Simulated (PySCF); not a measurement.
s to d promotion along the 3d series

Calculated with PySCF 2.14 from differences of total energies of unrestricted determinants, without spin-orbit coupling. Basis: aug-cc-pwCVTZ-DK, spin-free X2C. Energy of d^(n+1) s¹ above d^n s² in eV (negative where d^(n+1) s¹ lies lower), between high-spin terms; measured values are centres of gravity of the terms (NIST).

```json
{"element": "Sc", "terms": "3d1 4s2 (2D) → 3d2 4s1 (4F)", "UHF": "1.107", "LDA": "0.641", "PBE": "0.576", "r2SCAN": "n/a", "PBE0": "0.710", "MP2 (valence and next inner shell)": "1.343", "measured": "1.427"}
{"element": "V", "terms": "3d3 4s2 (4F) → 3d4 4s1 (6D)", "UHF": "0.402", "LDA": "-0.788", "PBE": "-0.674", "r2SCAN": "-0.584", "PBE0": "-0.401", "MP2 (valence and next inner shell)": "-0.126", "measured": "0.245"}
{"element": "Cr", "terms": "3d4 4s2 (5D) → 3d5 4s1 (7S)", "UHF": "-0.860", "LDA": "-1.933", "PBE": "-1.871", "r2SCAN": "-1.969", "PBE0": "-1.609", "MP2 (valence and next inner shell)": "-1.500", "measured": "-1.003"}
{"element": "Mn", "terms": "3d5 4s2 (6S) → 3d6 4s1 (6D)", "UHF": "3.385", "LDA": "1.185", "PBE": "1.060", "r2SCAN": "1.409", "PBE0": "1.578", "MP2 (valence and next inner shell)": "1.804", "measured": "2.145"}
{"element": "Co", "terms": "3d7 4s2 (4F) → 3d8 4s1 (4F)", "UHF": "1.950", "LDA": "-0.392", "PBE": "-0.271", "r2SCAN": "-0.032", "PBE0": "0.211", "MP2 (valence and next inner shell)": "-0.377", "measured": "0.417"}
```

Question: Which way does each method err?

Answer: Mean (and mean absolute) errors over the 4 elements with all values: UHF 0.77 (0.77) eV; LDA -0.93 (0.93) eV; PBE -0.89 (0.89) eV; r2SCAN -0.74 (0.74) eV; PBE0 -0.51 (0.51) eV; MP2 (valence and next inner shell) -0.50 (0.50) eV. A negative mean favours the extra d electron, a positive one the s² configuration.
